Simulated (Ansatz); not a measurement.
Isolated molecules relaxed with PBE0-D4/def2-TZVP in Ansatz; ΔE leaves out vibrations. CBS: MP2 limit from def2 TZ/QZ plus the TZ coupled-cluster correction, frozen cores. Functionals use def2-TZVPP. HSE06 is defined as in plane-wave codes. def2 core potentials past Kr. For Br, Sb outer-core shells are correlated without core-valence functions, which leaves a few kJ/mol of doubt a bond. Scalar relativity is left out up to krypton. One conformer a species, not always the lowest.

Reaction (cleavage of the Si–Sb bond): `[NH2][SbH][SiH3]` + `O[Si]Br` → `[SiH3]O[Si]Br` + `[NH2][SbH2]`

`[NH2][SbH][SiH3]`:

Cartesian coordinates in Å:
```
N 1.698 -1.049 -0.381
Sb 0.217 -0.165 -1.481
Si -1.080 0.942 0.466
H 2.530 -0.473 -0.373
H 1.438 -1.232 0.580
H -0.814 -1.528 -1.393
H -0.413 2.216 0.852
H -1.092 0.046 1.656
H -2.484 1.243 0.074
```

`O[Si]Br`:

Z-matrix (Å, degrees):
```
O
Si 1 1.636
H 1 0.963 2 120.7
Br 2 2.289 1 101.2 3 0.0
```

`[SiH3]O[Si]Br`:

Z-matrix (Å, degrees):
```
Si
O 1 1.663
H 1 1.482 2 109.6
H 1 1.482 2 109.5 3 121.3
H 1 1.481 2 106.8 3 -119.3
Si 2 1.626 1 144.1 3 -59.9
Br 6 2.293 2 101.7 1 -0.0
```

`[NH2][SbH2]`:

Cartesian coordinates in Å:
```
N -0.725 -0.008 0.765
Sb 0.684 -0.841 -0.446
H -0.860 0.984 0.617
H -1.620 -0.467 0.653
H 0.570 0.228 -1.793
H 1.952 0.104 0.204
```

| level | ΔE (eV) |
| --- | --- |
| HSE06-D4 | -0.55 |
| revPBE | -0.45 |
| RPA@PBE/def2-TZVPP | -0.78 |
| CCSD/CBS(def2) | -0.73 |

(1) What does CCSD(T)/CBS give? (Estimate.)

Largest T1 diagnostic among the species: 0.014.

Answers

(1) The calculation gave: -0.70 eV. The listed levels differ from it by 0.15, 0.25, -0.08, -0.03 eV.

In def2-TZVPP, CCSD(T) changes the Hartree–Fock value by +0.22 eV (the triples alone add +0.04 eV) and MP2 by +0.23 eV. Leaving LDA and LC-ωPBE aside and taking each functional with its dispersion term where it has one, the values, not all of them listed here, spread over 0.35 eV, from BHLYP-D4 to PBE-D4. LDA lies −0.03 eV from PBE without D4.
